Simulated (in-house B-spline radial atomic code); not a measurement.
# Sb V (Sb4+): [Kr] 4d10 (4f5/2)1 (an excited or competing configuration)

Level of theory: Dirac-Hartree-Fock, average of the jj configuration, Fermi nucleus of rms radius 4.6802 fm; calculated with a radial B-spline atomic code at the basis-set limit.

Effective charges: Z_r = [3n² - l(l+1)]/(2<r>) from the radius, Z_e = n√(-2ε) from the energy, and Slater's rules. Values are occupation-weighted means over j. An effective charge above Z reflects the relativistic contraction of the inner shells.

```csv
shell,electrons,ε (eV),<r> (bohr),Z_r,Z_e,Slater
1s,2,-30715,0.02841,52.79,47.51,50.70
2s,2,-4807.1,0.122,49.17,37.59,46.85
2p,6,-4318.6,0.107,46.74,35.63,46.85
3s,2,-1020,0.3286,41.09,25.98,39.75
3p,6,-856.13,0.327,38.23,23.80,39.75
3d,10,-604.05,0.3043,34.50,19.99,29.85
4s,2,-221.43,0.794,30.23,16.14,23.25
4p,6,-168.89,0.852,27.00,14.09,23.25
4d,10,-89.157,1.004,20.91,10.24,11.85
4f,1,-23.573,2.785,6.46,5.27,5.00
```

The least bound orbital is 4f5/2 at -23.57 eV, and it is also the most diffuse (<r> = 2.785 bohr).

For the 1s electron the small component carries 3.52 % of the norm, the zero-frequency Breit interaction raises the level by 72.18 eV, self-energy by 41.04 eV, and vacuum polarisation lowers it by 5.489 eV.
